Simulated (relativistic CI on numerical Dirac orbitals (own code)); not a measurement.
# What each ingredient does to the levels of Pr¹⁷⁺

Base calculation: Dirac-Coulomb-Breit CI, separate exchange-only KLI orbitals for each configuration, a model potential for QED, unscaled Slater integrals.

Configuration list (outside the closed core [Ar] 3d10): 4s²4p⁶4d⁶, 4s²4p⁵4d⁷, 4s²4p⁶4d⁵4f, 4s4p⁶4d⁷, 4s²4p⁵4d⁶4f, 4s²4p⁶4d⁵5s, 4s²4p⁶4d⁵5p, 4s4p⁶4d⁶4f, 4s²4p⁶4d⁴4f5s, 4s²4p⁶4d⁵5d, 4s²4p⁶4d⁴5s5p, 4s²4p⁵4d⁶5s, 4s²4p⁶4d⁵5f, 4s²4p⁶4d⁵6s, 4s²4p⁶4d⁵6p, 4s4p⁶4d⁶5s, 4s²4p⁶4d⁵6f, 4s²4p⁶4d⁵7s, 4s²4p⁶4d⁵7p, 4p⁶4d⁷5p, 4p⁶4d⁸, 4p⁵4d⁹, 4p⁵4d⁸4f, 4s²4p⁶4d⁴5s², 4s²4p⁶4d³4f5s², 4s²4p⁵4d⁴4f5s², 4s²4p⁶4d³5s²5p. Double excitations out of closed p, d and f shells are left out; levels of such configurations are missing from the list, as are those of other unlisted configurations, and high levels can miss mixing partners. These lack a partner that the ground configuration has and come out too high: 4s²4p⁵4d⁶5s.

The lowest level and the first level of each name with at least 55 % of one term (blank where a level has no safe partner in the second run):

```csv
Level,Base (cm⁻¹),Shift (cm⁻¹)
4s²4p⁶4d⁶ ⁵D4,0,0
4s²4p⁶4d⁶ ⁵D3,20763,+634
4s²4p⁶4d⁶ ⁵D1,29881,+607
4s²4p⁶4d⁶ ⁵D0,30552,+437
4s²4p⁶4d⁶ ³H6,50859,+898
4s²4p⁶4d⁶ ³F2,66503,+662
4s²4p⁶4d⁶ ³D1,84581,+710
4s²4p⁶4d⁶ ¹S0,85035,+801
4s²4p⁶4d⁶ ³D2,88416,+832
4s²4p⁶4d⁶ ³D3,92831,+1078
4s²4p⁶4d⁶ ¹I6,94496,+1779
4s²4p⁶4d⁶ ³P0,100867,+95
4s²4p⁶4d⁶ ¹F3,106453,+566
4s²4p⁶4d⁶ ³P1,108962,+1647
4s²4p⁶4d⁶ ¹G4,115573,+1708
4s²4p⁶4d⁶ ¹D2,118140,+1333
4s²4p⁶4d⁶ ³F4,142307,+1500
4s²4p⁶4d⁶ ³P2,163761,+1951
4s²4p⁵4d⁷ ⁵G°6,845086,+2586
4s²4p⁵4d⁷ ³D°3,866758,+2166
4s²4p⁵4d⁷ ⁵G°5,882278,+3135
4s²4p⁵4d⁷ ³H°6,902983,+3220
```

At this charge energies of transitions that change n are usually good to better than 1 %, and those within a shell (Δn = 0) to a few per cent. Terms inside the open d or f shell come out 10 to 20 % too wide with unscaled integrals.

Q: One thing was changed in a second run, which moved the levels as shown. Which?
A. QED terms removed
B. Breit term removed
C. configuration mixing switched off
D. only the first 3 configurations

A: B. Breit term removed. The Breit term mainly narrows fine-structure intervals, so removing it widens them.

LS names give the leading component of a level, which can be under half, so a name can repeat, a term be missing and a line seem to break the LS rules.
